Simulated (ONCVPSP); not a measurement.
# Pseudopotential generation for silver (Ag): ONCV, LDA (Perdew-Wang 92), scalar-relativistic.

ONCVPSP 4.0.1 was run on this input:

```
# ATOM AND REFERENCE CONFIGURATION
# atsym  z   nc   nv     iexc    psfile
  Ag 47.00    6    4  -001012      upf
#
#   n    l    f
    1    0    2.00
    2    0    2.00
    2    1    6.00
    3    0    2.00
    3    1    6.00
    3    2   10.00
    4    0    2.00
    4    1    6.00
    4    2   10.00
    5    0    0.50
#
# PSEUDOPOTENTIAL AND OPTIMIZATION
# lmax
    2
#
#   l,   rc,      ep,       ncon, nbas, qcut
    0    1.45    0.00    5    9    7.10
    1    1.50    0.00    3    6    7.10
    2    2.00    0.00    5   10    8.40
#
# LOCAL POTENTIAL
# lloc, lpopt,  rc(5),   dvloc0
    4    3    1.00   -1.00
#
# VANDERBILT-KLEINMAN-BYLANDER PROJECTORs
# l, nproj, debl
    0    2    2.70
    1    1    1.60
    2    3    1.40
#
# MODEL CORE CHARGE
# icmod, fcfact, rcfact
    3    2.50    1.05
#
# LOG DERIVATIVE ANALYSIS
# epsh1, epsh2, depsh
   -5.00    5.00    0.04
#
# OUTPUT GRID
# rlmax, drl
    6.00    0.01
#
# TEST CONFIGURATIONS
# ncnf
    4
# nvcnf
#   n    l    f
    4
    4    0    2.00
    4    1    6.00
    4    2   10.00
    5    0    1.00
#
    4
    4    0    2.00
    4    1    6.00
    4    2   10.00
    5    0    0.00
#
    4
    4    0    2.00
    4    1    6.00
    4    2    9.00
    5    0    0.00
#
    5
    4    0    2.00
    4    1    6.00
    4    2    9.00
    5    0    1.00
    5    1    1.00
#
```

Command:

```bash
oncvpsp.x < Ag.dat > Ag.out
```

The program printed (shortened: citation, most of the input echo, consistency checks and plot data are left out):

```
ONCVPSP  (Optimized Norm-Conservinng Vanderbilt PSeudopotential)
scalar-relativistic version 4.0.1

#   n    l    f        energy (Ha)
    1    0    2.00    -9.2986573E+02
    2    0    2.00    -1.3706521E+02
    2    1    6.00    -1.2303976E+02
    3    0    2.00    -2.5227993E+01
    3    1    6.00    -2.0621170E+01
    3    2   10.00    -1.3332929E+01
    4    0    2.00    -3.6400047E+00
    4    1    6.00    -2.3025054E+00
    4    2   10.00    -4.2731506E-01
    5    0    0.50    -2.9626694E-01

Reference configufation results
  iterations    29
  all-electron total energy (Ha)   -5.31101745D+03

Begin loop to  construct optimized pseudo wave functions
and semi-local pseudopoentials for all angular momenta

Calculating optimized projector #   1

 for l=   0

    Fraction of norm inside rc  0.943204
    Optimizing pswf for qcut=   7.11 a_B^-1,  ecut=  25.26 Ha
    Residual kinetic energy error=  9.13D-04 Ha

    Energy error per electron        Cutoff
         Ha          eV             Ha
         0.01000     0.27211       18.82
         0.00100     0.02721       25.45
         0.00010     0.00272       96.30
         0.00001     0.00027      113.93

Calculating optimized projector #   2

 for l=   0

    Fraction of norm inside rc  0.048527
    Optimizing pswf for qcut=   7.11 a_B^-1,  ecut=  25.26 Ha
    Residual kinetic energy error=  2.98D-04 Ha

    Energy error per electron        Cutoff
         Ha          eV             Ha
         0.01000     0.27211       13.85
         0.00100     0.02721       21.93
         0.00010     0.00272       37.89
         0.00001     0.00027      105.77

Calculating optimized projector #   1

 for l=   1

    Fraction of norm inside rc  0.908363
    Optimizing pswf for qcut=   7.11 a_B^-1,  ecut=  25.25 Ha
    Residual kinetic energy error=  5.50D-06 Ha

    Energy error per electron        Cutoff
         Ha          eV             Ha
         0.01000     0.27211       15.13
         0.00100     0.02721       18.85
         0.00010     0.00272       21.90
         0.00001     0.00027       24.53

   Wellstate for l =  2  n =  6
     eigenvalue =   0.9727
     asymptotic potential =   1.4727
     half-point radius =  5.3057

   Wellstate for l =  2  n =  6
     eigenvalue =   2.3727
     asymptotic potential =   2.8727
     half-point radius =  3.3929

Calculating optimized projector #   1

 for l=   2

    Fraction of norm inside rc  0.842235
    Optimizing pswf for qcut=   8.40 a_B^-1,  ecut=  35.24 Ha
    Residual kinetic energy error=  6.68D-07 Ha

    Energy error per electron        Cutoff
         Ha          eV             Ha
         0.01000     0.27211       20.41
         0.00100     0.02721       25.20
         0.00010     0.00272       28.97
         0.00001     0.00027       32.07

Calculating optimized projector #   2

 for l=   2

    Fraction of norm inside rc  0.082645
    Optimizing pswf for qcut=   8.40 a_B^-1,  ecut=  35.24 Ha
    Residual kinetic energy error=  9.52D-07 Ha

    Energy error per electron        Cutoff
         Ha          eV             Ha
         0.01000     0.27211       18.00
         0.00100     0.02721       23.82
         0.00010     0.00272       28.44
         0.00001     0.00027       32.07

Calculating optimized projector #   3

 for l=   2

    Fraction of norm inside rc  0.202147
    Optimizing pswf for qcut=   8.40 a_B^-1,  ecut=  35.24 Ha
    Residual kinetic energy error=  9.58D-06 Ha

    Energy error per electron        Cutoff
         Ha          eV             Ha
         0.01000     0.27211       21.64
         0.00100     0.02721       27.23
         0.00010     0.00272       31.65
         0.00001     0.00027       35.26

Construct Vanderbilt / Kleinmman-Bylander projectors

B matrix Hermiticity error, ll=   0
   1   2    4.2808E-04

  Orthonormal projector coefficients  1.4752E+01  3.1078E+00

B matrix Hermiticity error, ll=   2
   1   2   -1.1987E-04
   1   3   -2.9014E-04
   2   3   -7.9616E-05

  Orthonormal projector coefficients  3.3231E+00 -1.1804E+00 -8.0657E-01

Model core correction analysis
  based on d2Exc/dn_idn_j

d2excae - all-electron derivatives

   -3.115995D-02   -2.832887D-02   -1.832941D-02   -1.958451D-03
   -2.832897D-02   -2.673207D-02   -1.887796D-02   -2.536375D-03
   -1.832957D-02   -1.887804D-02   -1.805372D-02   -8.788246D-03
   -1.958447D-03   -2.536264D-03   -8.783107D-03   -3.448624D-02

d2excps - pseudofunction derivatives with no core correction

   -4.077472D-02   -3.475330D-02   -1.982047D-02   -2.776300D-03
   -3.475383D-02   -3.181651D-02   -2.062638D-02   -3.048226D-03
   -1.982076D-02   -2.062653D-02   -1.959259D-02   -8.861686D-03
   -2.776440D-03   -3.048142D-03   -8.856547D-03   -3.455360D-02

rms 2nd derivative error    3.671291E-03

rmatch, rhocmatch    0.6115   25.6142

Teter function model core charge with specified parameters

d2excps - pseudofunction derivatives with core correction

   -3.598666D-02   -3.227367D-02   -1.933528D-02   -2.376965D-03
   -3.227382D-02   -3.029876D-02   -2.028603D-02   -2.847572D-03
   -1.933548D-02   -2.028614D-02   -1.950022D-02   -8.824481D-03
   -2.376982D-03   -2.847472D-03   -8.819341D-03   -3.452002D-02

rms 2nd derivative error    2.176161E-03

Pseudoatom total energy -146.440957

Diagnostic tests using Vanderbilt-Kleinman-Bylander pseudopotentials
  1 or more projectors used as specified by nproj input data

   l    rcore       rmatch      e in        delta e   norm test  slope test

   0   1.4557273   1.4999263  -3.6400047   0.0000035   1.0002194   1.0002077
   0   1.4557273   1.4999263  -0.2962669   0.0000060   1.0000499   1.0000407

   1   1.5089259   1.5547402  -2.3025054  -0.0000017   0.9999959   1.0000017

   2   2.0108098   2.0718623  -0.4273151  -0.0000031   1.0001124   1.0001174
   2   2.0108098   2.0718623   0.9726849   0.0000094   1.0002136   1.0002136
   2   2.0108098   2.0718623   2.3726849   0.0000300   1.0002246   1.0002246

 Testing for bound ghosts
   n   l    E NL Schr. Eq   E Basis Diag.   E Cutoff

   1   0       -3.640001       -3.640000    165.51
   2   0       -0.296261       -0.206195    165.51

   2   1       -2.302507       -2.302429     44.14

   3   2       -0.427318       -0.427071    167.76

 Testing for highly-localized positive-energy ghosts
       l    <radius>/rc     E Basis Diag.   E Cutoff

       0        0.910871       10.261988    165.51  WARNING - GHOST(+)

Test configuration 0

   n   l     f        eae           eps        diff
   1   0  2.0000 -929.86573434
   2   0  2.0000 -137.06521236
   2   1  6.0000 -123.03975567
   3   0  2.0000  -25.22799321
   3   1  6.0000  -20.62117028
   3   2 10.0000  -13.33292858
   4   0  2.0000   -3.64000467   -3.64000117    3.50D-06
   4   1  6.0000   -2.30250543   -2.30250709   -1.66D-06
   4   2 10.0000   -0.42731506   -0.42731819   -3.13D-06
   5   0  0.5000   -0.29626694   -0.29626094    6.00D-06

    Total energies and differences
      AE_ref= -5.31101745D+03  AE_tst= -5.31101745D+03  dif=  0.00D+00
      PS_ref= -1.46440957D+02  PS_tst= -1.46440957D+02  dif= -6.48D-12
      PSP excitation error=  6.48D-12

Test configuration 1

   n   l     f        eae           eps        diff
   1   0  2.0000 -929.72048469
   2   0  2.0000 -136.92179388
   2   1  6.0000 -122.89622508
   3   0  2.0000  -25.08385601
   3   1  6.0000  -20.47703880
   3   2 10.0000  -13.18897965
   4   0  2.0000   -3.49403696   -3.49364559    3.91D-04
   4   1  6.0000   -2.15600385   -2.15583322    1.71D-04
   4   2 10.0000   -0.28158025   -0.28154644    3.38D-05
   5   0  1.0000   -0.17319693   -0.17320766   -1.07D-05

    Total energies and differences
      AE_ref= -5.31101745D+03  AE_tst= -5.31113439D+03  dif= -1.17D-01
      PS_ref= -1.46440957D+02  PS_tst= -1.46557921D+02  dif= -1.17D-01
      PSP excitation error=  2.30D-05

Test configuration 2

   n   l     f        eae           eps        diff
   1   0  2.0000 -930.02389455
   2   0  2.0000 -137.22101923
   2   1  6.0000 -123.19570695
   3   0  2.0000  -25.38463452
   3   1  6.0000  -20.77780404
   3   2 10.0000  -13.48933879
   4   0  2.0000   -3.79864241   -3.79915886   -5.16D-04
   4   1  6.0000   -2.46169618   -2.46193983   -2.44D-04
   4   2 10.0000   -0.58504281   -0.58510115   -5.83D-05

    Total energies and differences
      AE_ref= -5.31101745D+03  AE_tst= -5.31083690D+03  dif=  1.81D-01
      PS_ref= -1.46440957D+02  PS_tst= -1.46260377D+02  dif=  1.81D-01
      PSP excitation error= -2.47D-05

Test configuration 3

   n   l     f        eae           eps        diff
   1   0  2.0000 -930.55971273
   2   0  2.0000 -137.76097525
   2   1  6.0000 -123.73533188
   3   0  2.0000  -25.92215944
   3   1  6.0000  -21.31532701
   3   2 10.0000  -14.02739680
   4   0  2.0000   -4.32362678   -4.32309890    5.28D-04
   4   1  6.0000   -2.98062757   -2.98034639    2.81D-04
   4   2  9.0000   -1.07127425   -1.07083722    4.37D-04

    Total energies and differences
      AE_ref= -5.31101745D+03  AE_tst= -5.31001426D+03  dif=  1.00D+00
      PS_ref= -1.46440957D+02  PS_tst= -1.45437783D+02  dif=  1.00D+00
      PSP excitation error=  2.06D-05

Test configuration 4

   n   l     f        eae           eps        diff
   1   0  2.0000 -929.94367751
   2   0  2.0000 -137.15184080
   2   1  6.0000 -123.12568679
   3   0  2.0000  -25.31181331
   3   1  6.0000  -20.70498825
   3   2 10.0000  -13.41757805
   4   0  2.0000   -3.71108078   -3.70442377    6.66D-03
   4   1  6.0000   -2.36758452   -2.36205712    5.53D-03
   4   2  9.0000   -0.46500910   -0.46038124    4.63D-03
   5   0  1.0000   -0.25829483   -0.25575436    2.54D-03
   5   1  1.0000   -0.08304418   -0.08475755   -1.71D-03

    Total energies and differences
      AE_ref= -5.31101745D+03  AE_tst= -5.31081914D+03  dif=  1.98D-01
      PS_ref= -1.46440957D+02  PS_tst= -1.46246527D+02  dif=  1.94D-01
      PSP excitation error=  3.88D-03
```

The run took about 5.5 s on one core of a shared server CPU.
